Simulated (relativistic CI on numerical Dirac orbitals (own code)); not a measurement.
Crystal-field levels of Ir7+, 5d2

Calculated by Dirac-Coulomb-Breit CI, KLI orbitals optimised for each configuration, model QED (radiative potential, 1s self-energy scaled to tabulated hydrogen-like ionisation energies), valence Slater integrals scaled by 0.85, one configuration in a parametric crystal field (own radial code).

Field parameters in Wybourne normalisation: D4h B²₀ = −7Ds, B⁴₀ = 21(Dq − Dt), B⁴₄ = 21√(5/14) Dq. The field is a parameter set, without covalency.

S and J are read from ⟨S²⟩ = S(S + 1) and ⟨J²⟩ = J(J + 1) of each level; they are not fictitious spins.

D4h, 10Dq = 42700, Ds = -1500, Dt = 210 cm⁻¹, the lowest 16 levels:

```csv
E (cm⁻¹),Degeneracy,Irrep,S,J
0.0,1,B1,0.97,2.45
595,1,B2,0.96,2.57
1710,1,A1,0.90,2.59
2090,2,E,0.94,2.61
8929,1,A2,1.00,3.25
12184,2,E,0.97,3.21
12734,1,A1,0.94,3.27
17073,1,A1,0.29,3.08
18643,2,E,0.28,3.22
23465,1,B2,0.20,3.18
24434,1,B1,0.15,3.11
38978,1,A1,0.34,2.97
44690,1,B1,1.00,3.01
46055,2,E,0.97,2.97
46555,1,B2,0.96,2.83
47724,2,E,0.99,2.98
```

D4h, 10Dq = 42700, Ds = 3000, Dt = 210 cm⁻¹, the lowest 10 levels:

```
E (cm⁻¹)  Degeneracy  Irrep     S     J
     0.0           1     A1  0.96  2.49
    1412           2      E  0.97  2.65
    4781           1     B1  0.88  2.57
    5774           1     B2  0.87  2.57
   12624           2      E  0.98  3.17
   14799           1     A1  0.92  3.27
   15080           1     A2  1.00  3.28
   17477           1     B2  0.35  3.23
   18688           1     B1  0.32  3.02
   24494           2      E  0.22  3.20
```

D4h, 10Dq = 42700, Ds = 2590, Dt = 210 cm⁻¹, the lowest 10 levels:

```csv
E (cm⁻¹),Degeneracy,Irrep,S,J
0.0,1,A1,0.96,2.49
1333,2,E,0.96,2.64
3978,1,B1,0.90,2.55
4922,1,B2,0.89,2.56
11840,2,E,0.98,3.19
13948,1,A1,0.93,3.28
14069,1,A2,1.00,3.27
17487,1,B2,0.32,3.23
18658,1,B1,0.29,3.04
23475,2,E,0.21,3.20
```

The free-ion ground term has S = 1. Every field shown keeps that spin.

Levels of this model without a field, named by their leading LS term: 3F_2 0, 3F_3 11975, 3P_0 17332, 3F_4 20699, 3P_2 22229, 3P_1 24822, 1G_4 35177, 3P_2 38006 cm⁻¹.
